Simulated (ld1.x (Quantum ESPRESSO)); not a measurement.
Pseudopotential generation for tantalum (Ta): TM, LDA (PZ), scalar-relativistic.

The input file (ld1.x (Quantum ESPRESSO) 7.5):

```
&input
   title='Ta', zed=73., rel=1, dft='PZ', iswitch=3,
   config='[Xe] 4f14 5d4 6s1 6p0',
   nld=3, rlderiv=3.05, eminld=-5.0, emaxld=5.0, deld=0.02
 /
 &inputp
   pseudotype=2, tm=.true., lloc=2,
   nlcc=.false.,
   file_pseudopw='Ta.UPF', file_wfcaegen='ae.wfc', file_wfcncgen='nc.wfc', file_beta='beta', file_chi='chi'
 /
3
6S  1  0   1.00   0.00  2.15  2.15  0.0
5P  2  1   6.00   0.00  2.00  2.00  0.0
5D  3  2   4.00   0.00  2.80  2.80  0.0
 &test
   configts(1)='5p6 5d4 6s1 6p0'
 /
```

Command:

```bash
ld1.x < Ta.in > Ta.out
```

Resulting log (shortened: banner, matrices, multipoles, cross overlaps and the repeated all-electron block are left out):

```
Program LD1 v.7.5
     --------------------------- All-electron run ----------------------------

     Ta
     scalar relativistic calculation

     atomic number is 73.00
     dft =PZ   lsd =0 sic =0 latt =0  beta=0.20 tr2=1.0E-14
     Exchange-correlation= PZ
                           (   1   1   0   0   0   0   0)
     mesh =1273 r(mesh) = 100.43799 a.u. xmin = -7.00 dx = 0.01250
     1 Ry =  13.60569312 eV, c = 137.03599908

     n l     nl                  e(Ry)          e(Ha)          e(eV)
     1 0     1S 1( 2.00)     -4947.4232     -2473.7116    -67313.1212
     2 0     2S 1( 2.00)      -850.0007      -425.0003    -11564.8482
     2 1     2P 1( 6.00)      -745.1422      -372.5711    -10138.1759
     3 0     3S 1( 2.00)      -194.5875       -97.2938     -2647.4981
     3 1     3P 1( 6.00)      -163.4052       -81.7026     -2223.2415
     4 0     4S 1( 2.00)       -39.5253       -19.7626      -537.7689
     4 1     4P 1( 6.00)       -29.2916       -14.6458      -398.5328
     3 2     3D 1(10.00)      -126.9610       -63.4805     -1727.3928
     5 0     5S 1( 2.00)        -5.2561        -2.6280       -71.5129
     5 1     5P 1( 6.00)        -2.7926        -1.3963       -37.9952
     4 2     4D 1(10.00)       -16.1930        -8.0965      -220.3171
     4 3     4F 1(14.00)        -1.7085        -0.8542       -23.2447
     5 2     5D 1( 4.00)        -0.2083        -0.1042        -2.8346
     6 0     6S 1( 1.00)        -0.3796        -0.1898        -5.1653
     6 1     6P 1( 0.00)        -0.0966        -0.0483        -1.3150

     final scf error:  6.4E-15 reached in  27 iterations

     Etot =  -31190.544298 Ry,  -15595.272149 Ha, -424368.974064 eV

     Ekin =   34266.925102 Ry,   17133.462551 Ha,  466225.267201 eV
     Encl =  -77062.345580 Ry,  -38531.172790 Ha,-1048486.625304 eV
     Eh   =   12216.807574 Ry,    6108.403787 Ha,  166218.134798 eV
     Exc  =    -611.931394 Ry,    -305.965697 Ha,   -8325.750759 eV

     normalization and overlap integrals

     s(1S/1S) =  1.000000  <r> =   0.0187  <r2> =    0.0005  r(max) =   0.0116
     s(2S/2S) =  1.000000  <r> =   0.0790  <r2> =    0.0074  r(max) =   0.0670
     s(2P/2P) =  1.000000  <r> =   0.0706  <r2> =    0.0061  r(max) =   0.0549
     s(3S/3S) =  1.000000  <r> =   0.2050  <r2> =    0.0480  r(max) =   0.1891
     s(3P/3P) =  1.000000  <r> =   0.2050  <r2> =    0.0487  r(max) =   0.1868
     s(4S/4S) =  1.000000  <r> =   0.4590  <r2> =    0.2379  r(max) =   0.4315
     s(4P/4P) =  1.000000  <r> =   0.4880  <r2> =    0.2710  r(max) =   0.4480
     s(3D/3D) =  1.000000  <r> =   0.1857  <r2> =    0.0404  r(max) =   0.1510
     s(5S/5S) =  1.000000  <r> =   1.1010  <r2> =    1.3645  r(max) =   0.9847
     s(5P/5P) =  1.000000  <r> =   1.2997  <r2> =    1.9224  r(max) =   1.1298
     s(4D/4D) =  1.000000  <r> =   0.5233  <r2> =    0.3176  r(max) =   0.4593
     s(4F/4F) =  1.000000  <r> =   0.6400  <r2> =    0.5228  r(max) =   0.4424
     s(5D/5D) =  1.000000  <r> =   2.3903  <r2> =    7.1998  r(max) =   1.6234
     s(6S/6S) =  1.000000  <r> =   3.3703  <r2> =   13.0018  r(max) =   2.8138
     s(6P/6P) =  1.000000  <r> =   5.0973  <r2> =   30.4320  r(max) =   4.0432

     ------------------------ End of All-electron run ------------------------

     --------------------- Generating NC pseudopotential ---------------------

      Generating local pot.: lloc=2, matching radius rcloc =   2.8000

      Wfc   6S  rcut= 2.137  Using Troullier-Martins method

      Wfc   5P  rcut= 1.983  Using Troullier-Martins method

     ------------------- End of pseudopotential generation -------------------

     Computing logarithmic derivative in   3.05204
     Computing logarithmic derivative in   3.05204
     Computing the partial wave expansion
     R is outside the sphere for l=    0 j= 0.00
     R is outside the sphere for l=    1 j= 0.00
       no projector for channel:   2

     ---------------------- Testing the pseudopotential ----------------------

     Ta
     scalar relativistic calculation

     atomic number is 73.00   valence charge is 11.00
     dft =PZ   lsd =0 sic =0 latt =0  beta=0.20 tr2=1.0E-14
     mesh =1273 r(mesh) = 100.43799 xmin = -7.00 dx = 0.01250

     n l     nl             e AE (Ry)        e PS (Ry)    De AE-PS (Ry)
     2 1     5P   1( 6.00)       -2.79259       -2.79259        0.00000
     3 2     5D   1( 4.00)       -0.20834       -0.20834        0.00000
     1 0     6S   1( 1.00)       -0.37965       -0.37964       -0.00000
     3 1     6P   1( 0.00)       -0.09665       -0.09794        0.00129

     eps = 4.0E-15  iter = 24

     Etot =  -31190.544298 Ry,  -15595.272149 Ha, -424368.974064 eV
     Etotps =   -75.922186 Ry,     -37.961093 Ha,   -1032.973971 eV

     Ekin =      30.328407 Ry,      15.164203 Ha,     412.638995 eV
     Encl =    -156.266369 Ry,     -78.133184 Ha,   -2126.112256 eV
     Ehrt =      60.938789 Ry,      30.469394 Ha,     829.114460 eV
     Ecxc =      -9.669481 Ry,      -4.834741 Ha,    -131.559998 eV
     Epseu=      -1.253532 Ry,      -0.626766 Ha,     -17.055172 eV

     ---------------------- End of pseudopotential test ----------------------
```

Note: ghost state, extra bound levels that the all-electron valence spectrum of the same l lacks: s at -23.5 eV. A true bound ghost makes a file unfit for plane-wave use.

Generation and configuration tests took about 2.8 s on one core of a shared server CPU.

Transferability test of the new file with ld1.x, input:

```
&input
   title='Ta', zed=73., rel=1, dft='PZ', iswitch=2,
   config='[Xe] 4f14 5d4 6s1 6p0'
 /
 &test
   file_pseudo='Ta.UPF', nconf=10,
   configts(1)='5p6 5d4 6s1 6p0',
   configts(2)='5p6 5d3 6s2 6p0',
   configts(3)='5p6 5d3 6s1 6p0',
   configts(4)='5p6 5d3 6s0 6p0',
   configts(5)='5p5 5d3 6s2 6p0',
   configts(6)='5p6 5d1 6s0 6p0',
   configts(7)='5p6 5d2 6s2 6p0',
   configts(8)='5p6 5d3 6s0 6p1',
   configts(9)='5p6 5d4 6s1 6p0', lsdts(9)=1,
   configts(10)='5p6 5d3 6s2 6p0', lsdts(10)=1
 /
```

```bash
ld1.x < Ta.test.in > Ta.test.out
```

Pseudopotential blocks of its output, shortened (energy terms left out; the distinct warnings before each block abridged to one line each):

```
     ---------------------- Testing the pseudopotential ----------------------

     n l     nl             e AE (Ry)        e PS (Ry)    De AE-PS (Ry)
     2 1     5P   1( 6.00)       -2.79259       -2.79259        0.00000
     3 2     5D   1( 4.00)       -0.20834       -0.20834        0.00000
     1 0     6S   1( 1.00)       -0.37965       -0.37964       -0.00000
     3 1     6P   1( 0.00)       -0.09665       -0.09794        0.00129

     eps = 3.0E-15  iter = 24

     Etot =  -31190.544299 Ry,  -15595.272149 Ha, -424368.974069 eV
     Etotps =   -75.922186 Ry,     -37.961093 Ha,   -1032.973969 eV

     ---------------------- End of pseudopotential test ----------------------

          ---------------------- Testing the pseudopotential ----------------------

     n l     nl             e AE (Ry)        e PS (Ry)    De AE-PS (Ry)
     2 1     5P   1( 6.00)       -2.90745       -2.91378        0.00632  !
     3 2     5D   1( 3.00)       -0.27820       -0.27923        0.00103
     1 0     6S   1( 2.00)       -0.41309       -0.41330        0.00020
     3 1     6P   1( 0.00)       -0.10893       -0.11135        0.00242

     eps = 3.2E-15  iter = 17

     Etot =  -31190.698092 Ry,  -15595.349046 Ha, -424371.066530 eV
     Etotps =   -76.075939 Ry,     -38.037969 Ha,   -1035.065877 eV
     dEtot_ae =      -0.153793 Ry
     dEtot_ps =      -0.153752 Ry,   Delta E=      -0.000041 Ry

     ---------------------- End of pseudopotential test ----------------------

          ---------------------- Testing the pseudopotential ----------------------

     n l     nl             e AE (Ry)        e PS (Ry)    De AE-PS (Ry)
     2 1     5P   1( 6.00)       -3.44395       -3.44910        0.00515  !
     3 2     5D   1( 3.00)       -0.79084       -0.79204        0.00120
     1 0     6S   1( 1.00)       -0.87565       -0.87575        0.00010
     3 1     6P   1( 0.00)       -0.49896       -0.50404        0.00508  !

     eps = 2.9E-15  iter = 16

     Etot =  -31190.058534 Ry,  -15595.029267 Ha, -424362.364899 eV
     Etotps =   -75.435956 Ry,     -37.717978 Ha,   -1026.358472 eV
     dEtot_ae =       0.485765 Ry
     dEtot_ps =       0.486230 Ry,   Delta E=      -0.000465 Ry

     ---------------------- End of pseudopotential test ----------------------

          ---------------------- Testing the pseudopotential ----------------------

     n l     nl             e AE (Ry)        e PS (Ry)    De AE-PS (Ry)
     2 1     5P   1( 6.00)       -4.05937       -4.06104        0.00167
     3 2     5D   1( 3.00)       -1.36942       -1.36938       -0.00004
     1 0     6S   1( 0.00)       -1.37982       -1.37866       -0.00116
     3 1     6P   1( 0.00)       -0.93318       -0.94163        0.00845  !

     eps = 4.4E-15  iter = 13

     Etot =  -31188.933361 Ry,  -15594.466681 Ha, -424347.056147 eV
     Etotps =   -74.310804 Ry,     -37.155402 Ha,   -1011.049996 eV
     dEtot_ae =       1.610938 Ry
     dEtot_ps =       1.611382 Ry,   Delta E=      -0.000445 Ry

     ---------------------- End of pseudopotential test ----------------------

          Warning: n=2, l=1 expected 0 nodes, found 1
     ---------------------- Testing the pseudopotential ----------------------

     n l     nl             e AE (Ry)        e PS (Ry)    De AE-PS (Ry)
     2 1     5P   1( 5.00)       -3.77097       -3.81982        0.04885  !
     3 2     5D   1( 3.00)       -0.99272       -1.00523        0.01251  !
     1 0     6S   1( 2.00)       -0.96789       -0.96605       -0.00184
     3 1     6P   1( 0.00)       -0.55162       -0.56642        0.01480  !

     eps = 6.3E-15  iter = 13

     Etot =  -31187.376706 Ry,  -15593.688353 Ha, -424325.876773 eV
     Etotps =   -72.724341 Ry,     -36.362171 Ha,    -989.465067 eV
     dEtot_ae =       3.167593 Ry
     dEtot_ps =       3.197845 Ry,   Delta E=      -0.030253 Ry

     ---------------------- End of pseudopotential test ----------------------

          ---------------------- Testing the pseudopotential ----------------------

     n l     nl             e AE (Ry)        e PS (Ry)    De AE-PS (Ry)
     2 1     5P   1( 6.00)       -5.94821       -5.95229        0.00408
     3 2     5D   1( 1.00)       -3.04770       -3.03584       -0.01187  !
     1 0     6S   1( 0.00)       -2.71353       -2.69505       -0.01848  !
     3 1     6P   1( 0.00)       -2.09105       -2.12504        0.03399  !

     eps = 1.5E-15  iter =  6

     Etot =  -31184.575545 Ry,  -15592.287773 Ha, -424287.765036 eV
     Etotps =   -69.960327 Ry,     -34.980164 Ha,    -951.858742 eV
     dEtot_ae =       5.968754 Ry
     dEtot_ps =       5.961859 Ry,   Delta E=       0.006895 Ry

     ---------------------- End of pseudopotential test ----------------------

          ---------------------- Testing the pseudopotential ----------------------

     n l     nl             e AE (Ry)        e PS (Ry)    De AE-PS (Ry)
     2 1     5P   1( 6.00)       -3.61635       -3.63262        0.01627  !
     3 2     5D   1( 2.00)       -0.90912       -0.91303        0.00391
     1 0     6S   1( 2.00)       -0.93930       -0.93963        0.00033
     3 1     6P   1( 0.00)       -0.53868       -0.54740        0.00873  !

     eps = 5.0E-15  iter = 21

     Etot =  -31190.116610 Ry,  -15595.058305 Ha, -424363.155068 eV
     Etotps =   -75.492117 Ry,     -37.746058 Ha,   -1027.122571 eV
     dEtot_ae =       0.427689 Ry
     dEtot_ps =       0.430070 Ry,   Delta E=      -0.002381 Ry

     ---------------------- End of pseudopotential test ----------------------

          ---------------------- Testing the pseudopotential ----------------------

     n l     nl             e AE (Ry)        e PS (Ry)    De AE-PS (Ry)
     2 1     5P   1( 6.00)       -3.54977       -3.54247       -0.00730  !
     3 2     5D   1( 3.00)       -0.87993       -0.87473       -0.00520  !
     1 0     6S   1( 0.00)       -0.94098       -0.93767       -0.00331
     3 1     6P   1( 1.00)       -0.55404       -0.55689        0.00285

     eps = 3.2E-15  iter = 11

     Etot =  -31189.677292 Ry,  -15594.838646 Ha, -424357.177845 eV
     Etotps =   -75.060160 Ry,     -37.530080 Ha,   -1021.245508 eV
     dEtot_ae =       0.867006 Ry
     dEtot_ps =       0.862026 Ry,   Delta E=       0.004980 Ry

     ---------------------- End of pseudopotential test ----------------------

          ---------------------- Testing the pseudopotential ----------------------

     n l     nl             e AE (Ry)        e PS (Ry)    De AE-PS (Ry)
     2 1     5P   1( 3.00)       -2.81120       -2.81462        0.00342
     3 2     5D   1( 4.00)       -0.25027       -0.25182        0.00154
     1 0     6S   1( 1.00)       -0.41990       -0.41896       -0.00094
     3 1     6P   1( 0.00)       -0.11668       -0.11646       -0.00022
     2 1     5P   2( 3.00)       -2.69608       -2.66345       -0.03263  !
     3 2     5D   2( 0.00)       -0.07806       -0.05782       -0.02024  !
     1 0     6S   2( 0.00)       -0.24911       -0.24036       -0.00875  !
     3 1     6P   2( 0.00)       -0.02468       -0.02343       -0.00125

     eps = 4.2E-15  iter = 26

     Etot =  -31190.738009 Ry,  -15595.369004 Ha, -424371.609625 eV
     Etotps =   -76.138808 Ry,     -38.069404 Ha,   -1035.921260 eV
     dEtot_ae =      -0.193710 Ry
     dEtot_ps =      -0.216622 Ry,   Delta E=       0.022912 Ry

     ---------------------- End of pseudopotential test ----------------------

          ---------------------- Testing the pseudopotential ----------------------

     n l     nl             e AE (Ry)        e PS (Ry)    De AE-PS (Ry)
     2 1     5P   1( 3.00)       -2.93522       -2.94838        0.01316  !
     3 2     5D   1( 3.00)       -0.31609       -0.32162        0.00553  !
     1 0     6S   1( 1.00)       -0.44040       -0.44176        0.00136
     3 1     6P   1( 0.00)       -0.12116       -0.12344        0.00228
     2 1     5P   2( 3.00)       -2.84579       -2.82967       -0.01612  !
     3 2     5D   2( 0.00)       -0.21275       -0.20034       -0.01241  !
     1 0     6S   2( 1.00)       -0.36869       -0.36438       -0.00431
     3 1     6P   2( 0.00)       -0.08994       -0.09106        0.00112

     eps = 4.8E-15  iter = 20

     Etot =  -31190.775041 Ry,  -15595.387521 Ha, -424372.113479 eV
     Etotps =   -76.166452 Ry,     -38.083226 Ha,   -1036.297375 eV
     dEtot_ae =      -0.230742 Ry
     dEtot_ps =      -0.244266 Ry,   Delta E=       0.013523 Ry

     ---------------------- End of pseudopotential test ----------------------
```
